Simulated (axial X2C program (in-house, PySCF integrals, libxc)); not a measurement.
**VSi⁺: cheaper levels and CCSD(T), with spin–orbit coupling**

All values were computed with an in-house relativistic program for diatomic molecules. Two-component (2c) means X2C with spin–orbit coupling and atomic mean-field two-electron Coulomb and Gaunt terms. Basis: V dyall-cv3z [10s10p6d4f2g], Si dyall-v3z [8s7p2d1f] (cores contracted in-house); Gaussian nuclei, density fitting, unrestricted open shells. Masses: V 50.944 u, Si 27.977 u.

State: Ω = 3 (⟨Sz⟩ = 3.00, ⟨Lz⟩ = 0.00 at HF); fragments V+ + Si.

| level | Re (Å) | ωe (cm⁻¹) |
| --- | --- | --- |
| PBE0 | 2.377 | 359.5 |
| HF | 2.453 | 343.8 |
| CCSD | 2.386 | 373.1 |
| r2SCAN0 | 2.372 | 365.7 |

Correlated methods: 8 electrons correlated (number of frozen shells: V 3 s, 2 p; Si 2 s, 1 p), 252 virtual spin orbitals or spinors in MP2, 90 natural virtuals in coupled cluster.

CCSD(T), same Hamiltonian and basis:

Re = 2.400 Å, ωe = 359.1 cm⁻¹; T1 = 0.075 (Lee–Taylor normalisation).

Question: Give the differences from CCSD(T) in the columns below.

Answer: 

```tsv
level	ΔRe (Å)	Δωe (cm⁻¹)
PBE0	-0.023	0
HF	0.053	-15
CCSD	-0.014	14
r2SCAN0	-0.028	7
```

Occupations by symmetry block were frozen at the best pattern of an incomplete PBE0 search. De is not given where an atomic determinant may have missed its ground term or J level, or where the truncated virtual space spoils (T). Density functionals use the spin component along the axis (collinear). Coupled cluster ran in a truncated set of natural virtual spinors; the MP2 energy of the rest was added. (T) has no such correction and the atoms are truncated less, which lowers De at CCSD(T) by a hundredth of an eV or more. PBE0 can misorder states that lie within some tenths of an eV, so this need not be the ground state of the molecule. The nearest other 2c determinant of the search, Ω = 2, lies 0.37 eV up at the distance of the search. The functionals have no current-density term, which raises determinants with orbital currents, atoms included. With several unpaired electrons one determinant need not be a pure state. The outer-core s and p shells of the metal are frozen in the correlated rows, which leaves out core–valence correlation; for alkali and alkaline-earth bonds that tends to lengthen them. Open-shell Ω = 0 determinants with evenly filled partner blocks cannot be reached by this program, so the Ω shown need not be the lowest component. The T1 diagnostic is large, a sign of multireference character.
